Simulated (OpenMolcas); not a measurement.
Exact exchange and the vertical energy of the quartet above the doublet of GaSiH4O

The species is GaSiH4O (7 atoms), meant as a doublet with charge 0. SMILES: `[SiH3][O][GaH]`. Geometry: relaxed at PBE0-D4/def2-TZVP. This is one conformer, not always the lowest.

The vertical energy of the quartet above the doublet y, in eV, basis cc-pVDZ; a is the functional's share of exact exchange. Programs: OpenMolcas 26.06.

| functional | program | a | y (eV) |
| --- | --- | --- | --- |
| UBLYP | OpenMolcas | 0 | 5.55 |
| U-r2SCAN | OpenMolcas | 0 | 5.62 |
| UB3LYP | OpenMolcas | 0.2 | ? |
| UPBE0 | OpenMolcas | 0.25 | 5.70 |
| UBHLYP | OpenMolcas | 0.5 | 5.80 |

Problem. Fit y = c + s·a to the known rows and predict UB3LYP.

Solution. 
1. Means of the 4 rows: a = 0.1875, y = 5.668.
2. Σ(Δa)² = 0.17188, Σ(Δa·Δy) = 0.074375, so the slope is 0.074375/0.17188 = 0.43271.
3. Intercept: 5.668 − (0.43271) × 0.1875 = 5.587. The largest residual of the fit is 0.037.
4. UB3LYP: 5.587 + (0.43271) × 0.2 = 5.67 eV.

The run gave 5.77 eV, so the prediction is off by -0.10 eV, more than the largest residual. The rows mix families of semi-local functionals, which the line can't see.
